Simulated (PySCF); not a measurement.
How methods differ on the ionisation energy of Al⁺

Al⁺ [Ne] 3s2 (1S) → Al²⁺ [Ne] 3s1 (2S), as a difference of total energies. All numbers are calculated (PySCF 2.14, the spin-free X2C one-electron Hamiltonian (Gaussian nucleus), in Sapporo-DZP-2012). Correlated levels: valence: [Ne] frozen. The calculations carry no spin-orbit coupling.

```json
{"method": "UHF", "ionisation energy (eV)": "17.554", "error (eV)": "-1.275"}
{"method": "M06-2X", "ionisation energy (eV)": "19.017", "error (eV)": "+0.188"}
{"method": "B3LYP", "ionisation energy (eV)": "18.934", "error (eV)": "+0.105"}
{"method": "MP2 (valence)", "ionisation energy (eV)": "18.192", "error (eV)": "-0.637"}
{"method": "SCS-MP2 (valence)", "ionisation energy (eV)": "18.319", "error (eV)": "-0.510"}
{"method": "CCSD (valence)", "ionisation energy (eV)": "18.532", "error (eV)": "-0.297"}
```

Reference: 18.829 eV (measured; NIST Atomic Spectra Database, ionization energies).

Errors of the correlated levels include the incompleteness of this basis and the frozen core.

With two correlated electrons CCSD is exact in that space.
